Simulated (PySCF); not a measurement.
BMo: energy against distance

Set-up: basis B x2c-TZVPPall, Mo x2c-TZVPPall; spin-free X2C with a Gaussian nucleus; PySCF 2.14. Energies in eV from B + Mo (4d5 5s1) in their ground configurations at the same level. State: ⁶Π (sextet), unpaired electrons σ ↑↑, π ↑, δ ↑↑.

| R (Å) | PBE |
| --- | --- |
| 1.704 | -1.820 |
| 1.783 | -2.335 |
| 1.862 | -2.614 |
| 1.922 | -2.708 |
| 1.981 | -2.728 |
| 2.040 | -2.690 |
| 2.120 | -2.577 |
| 2.219 | -2.373 |
| 2.338 | -2.086 |
| 2.496 | -1.699 |

Q: Put a parabola through the three lowest points of the PBE curve and estimate Re, k and ωe (reduced mass 9.896 u; 1 eV/Å² = 0.16022 mdyn/Å; ωe = 1302.8·√(k/μ) cm⁻¹).

A: Through R = 1.922, 1.981, 2.04 Å the second-order coefficient is 8.33 eV/Å², so Re ≈ 1.972 Å, k ≈ 2.67 mdyn/Å and ωe ≈ 677 cm⁻¹. A polynomial fit of higher order to the unrounded PBE energies gives Re = 1.969 Å, k = 2.72 mdyn/Å, ωe = 683 cm⁻¹; anharmonicity and rounding make the difference.

The higher-order fit for each curve: PBE: Re = 1.969 Å, ωe = 683 cm⁻¹, De = 2.73 eV.

The metal atom is held in its measured ground configuration; semilocal functionals can put another filling of s and d lower by some tenths of an eV, and De to that atom would be smaller. ⟨S²⟩ of the unrestricted solution departs from its pure value on part of the curve, where spin states mix. Spin–orbit coupling is left out, which matters for elements this heavy, above all for dissociation energies. With d or f electrons several states lie close, and the lowest PBE0 determinant need not be the measured ground state.
